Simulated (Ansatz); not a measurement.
Relaxation of CH₃BClNO (8 atoms, charge 0, multiplicity 1), to a largest force component of 0.015 eV/Å in at most 40 steps.

The calculation used Ansatz 0.2.0, RKS PBE0/STO-3G.

```xyz
8
Properties=species:S:1:pos:R:3
N -0.230 1.641 0.781
C -0.329 0.399 0.777
B -0.044 -0.459 -0.515
O -0.014 -1.905 -0.425
Cl 0.440 0.323 -2.127
H -0.033 2.239 -0.076
H -0.563 -0.110 1.700
H -0.878 -2.250 -0.639
```

Question: Where does it end, and by what steps?

Answer: It converged. Limits of this set-up: minimal basis. After 10 steps the energy has fallen by 1.772 eV; H8 moved furthest, 0.76 Å.

| step | energy less start (eV) | largest force component (eV/Å) | accepted |
| --- | --- | --- | --- |
| 0 | 0.0000 | 6.348 | yes |
| 1 | -0.7221 | 1.634 | yes |
| 2 | -0.7856 | 2.339 | yes |
| 3 | -1.0916 | 2.658 | yes |
| 4 | -1.5397 | 1.363 | yes |
| 5 | -1.7328 | 1.018 | yes |
| 6 | -1.7608 | 0.437 | yes |
| 7 | -1.7710 | 0.133 | yes |
| 8 | -1.7717 | 0.041 | yes |
| 9 | -1.7718 | 0.016 | yes |
| 10 | -1.7718 | 0.008 | yes |

```xyz
8
Properties=species:S:1:pos:R:3
N -0.125 1.767 0.820
C -0.300 0.461 0.839
B -0.213 -0.498 -0.392
O -0.408 -1.822 -0.257
Cl 0.158 0.233 -2.004
H 0.083 2.007 -0.211
H -0.527 0.025 1.829
H -0.318 -2.296 -1.147
```

Whether the end is a true minimum wasn't checked by a vibrational analysis.

The run took 50 s on 1 thread of Intel(R) Xeon(R) Processor @ 2.50GHz (Skylake/Cascade Lake) (shared host), peak memory 0.18 GiB.
